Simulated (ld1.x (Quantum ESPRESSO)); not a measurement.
Before and after: TM potential for Au

ld1.x (Quantum ESPRESSO) 7.5 input, shortened:

```
&input
   title='Au', zed=79., rel=1, dft='PBE', iswitch=3,
   config='[Xe] 4f14 5d8 6s0 6p0'
 /
 &inputp
   pseudotype=2, tm=.true., lloc=0,
   nlcc=.false.
 /
3
5P  2  1   6.00   0.00  1.70  1.70  0.0
5D  3  2   8.00   0.00  1.45  1.45  0.0
5S  1  0   2.00   0.00  1.05  1.05  0.0
 &test
   configts(1)='5s2 5p6 5d8 6s0 6p0'
 /
```

All-electron outer shells of the reference configuration (PBE, scalar-relativistic, ld1.x):

```csv
shell,level (eV),outermost node (bohr),outermost maximum (bohr)
5s,-144.65,0.48,0.84
4f,-117.74,–,0.37
5p,-95.68,0.52,0.96
5d,-40.63,0.56,1.18
6s,-33.27,1.09,2.05
6p,-23.63,1.27,2.50
```

Change: wave 5d (bound): rc 1.45 bohr becomes 5d (bound): rc 0.94 bohr.

Cutoffs: the cutoffs (Ry, on a coarse ladder) from which the occupation-weighted sum of valence levels, in a spherical-Bessel basis at the reference potential, stays within 10 and 1 mRy of its value at 400 Ry; they do not see the model core or the augmentation charge, which bear on the density cutoff. Errors are all-electron minus pseudo energies relative to the spin-unpolarised reference configuration.

Task: How do hardness, ghosts and transferability respond?

Result: A bound ghost appears in d, which as a rule spoils a file; of the 7 tests that both files solve, the error grows in 0 and shrinks in 3 by more than 15 % and 0.3 meV (median size 70.9 → 65.3 meV). Less of the atom is replaced, so other configurations are described better.

```csv
quantity,base,changed
"cutoff, loose",140 Ry,230 Ry
"cutoff, tight",230 Ry,over 300 Ry
loose cutoff by channel (10 mRy a level),"p 30 Ry, d 35 Ry, s 120 Ry","p 30 Ry, d 180 Ry, s 120 Ry"
bound ghosts,none,d
"error for 5s2 5p6 5d10 6s1 6p0, meV [ΔE -64.49 eV]",+202,+197
"error for 5s2 5p6 5d10 6s0 6p0, meV [ΔE -55.09 eV]",+16,+11
"error for 5s2 5p6 5d9 6s0 6p0, meV [ΔE -33.88 eV]",+9.4,+5.9
"error for 5s2 5p6 5d9 6s1 6p0, meV [ΔE -52.37 eV]",+267,+264
"error for 5s2 5p6 5d7 6s0 6p0, meV [ΔE 47.71 eV]",-11,-6.6
"error for 5s2 5p6 5d10 6s0.5 6p0, meV [ΔE -60.72 eV]",+120,+114
"error for 5s2 5p6 5d10 6s0 6p1, meV [ΔE -59.25 eV]",+71,+65
s: phases at 1.84 bohr within 0.05 rad from the reference energy up to (Ry; the scan ends near 5),-2.6,-2.6
p: phases at 1.84 bohr within 0.05 rad from the reference energy up to (Ry; the scan ends near 5),-1.0,-1.0
d: phases at 1.84 bohr within 0.05 rad from the reference energy up to (Ry; the scan ends near 5),4.0,4.0
```

 A true bound ghost makes a file unfit for plane-wave use even where its test errors are small: the radial tests pick states by their node count and pass the ghost by.
